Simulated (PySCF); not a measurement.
**Ionisation energy of Zn by level of theory**

Zn [Ar] 3d10 4s2 (1S) → Zn⁺ [Ar] 3d10 4s1 (2S), as a difference of total energies. Calculation: PySCF 2.14, in jorge-DZP-DKH; scalar relativity by spin-free X2C-1e. Correlated levels: valence: [Ar] frozen. The calculations carry no spin-orbit coupling.

| method | ionisation energy (eV) | error (eV) |
| --- | --- | --- |
| UHF | 7.688 | -1.706 |
| LDA | 9.552 | +0.158 |
| MN15 | 9.122 | -0.272 |
| MP2 (valence) | 8.578 | -0.816 |
| SCS-MP2 (valence) | 8.633 | -0.761 |
| CCSD (valence) | 8.807 | -0.587 |
| CCSD(T) (valence) | 8.865 | -0.529 |

Reference: 9.394 eV (measured; NIST Atomic Spectra Database, ionization energies).

Errors of the correlated levels include the incompleteness of this basis and the frozen core.
